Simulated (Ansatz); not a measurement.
System: sum formula HSiOCl2, charge 0, multiplicity 2. It need not be the lowest isomer of its formula. SMILES: O[Si](Cl)Cl
Coordinates optimised at B3LYP-D3(BJ)/def2-TZVP (Ansatz, a quantum-chemistry and plane-wave program):
```xyz
5

Si     0.3021     0.4755    -0.2037
Cl    -0.0335    -1.2234    -1.3511
Cl    -1.1680     0.6806     1.2223
O      1.7162     0.3283     0.6117
H      2.4671    -0.0568     0.1476
```
Charge 0, spin multiplicity 2.

Atomisation energy built up term by term with Ansatz (kcal/mol; UHF references for open shells; valence terms freeze the core; atomic spin-orbit terms are left out; no core correlation term is included). CBS(X,Y): correlation extrapolated as X^-3; Hartree-Fock from the larger set.

| term | basis | kcal/mol |
|---|---|---|
| Hartree-Fock | cc-pV(Q+d)Z | 284.49 |
| CCSD correlation | CBS(cc-pV(T+d)Z,cc-pV(Q+d)Z) | 108.37 |
| (T) | CBS(cc-pV(T+d)Z,cc-pV(Q+d)Z) | 10.52 |
| scalar relativity (X2C) | cc-pVTZ-DK against cc-pVTZ | -1.29 |
| sum: De |  | 402.1 |

(T) makes 2.6 % of the CCSD(T) atomisation energy; under 5 % is typical of single-reference molecules.
